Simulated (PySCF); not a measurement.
# How methods differ on the excitation energy of P⁺

P⁺ [Ne] 3s2 3p2 (3P) → P⁺ [Ne] 3s1 3p2 4s1 (5P), as a difference of total energies. Calculation: PySCF 2.14, in x2c-TZVPPall with one added diffuse shell each of s, p, d type (6s6p4d1f, 51 functions); scalar relativity by spin-free X2C-1e. Correlated levels: valence and next inner shell: 1s2 frozen. The calculations carry no spin-orbit coupling.

```csv
method,excitation energy (eV)
UHF,15.800
MP2 (valence and next inner shell),17.205
SCS-MP2 (valence and next inner shell),17.571
CCSD (valence and next inner shell),17.469
CCSD(T) (valence and next inner shell),17.497
```

**Question.** How much does correlation contribute at CCSD(T) (valence and next inner shell)?

**Answer.** 17.497 − (15.800) = 1.697 eV, measured against UHF.

The promoted electron is Rydberg-like, and one or two diffuse shells describe it only roughly, which tends to raise the upper state.

The coupled-cluster amplitudes are large for the upper state (T1 above 0.03 or a double amplitude above 0.15), so a single reference is strained.
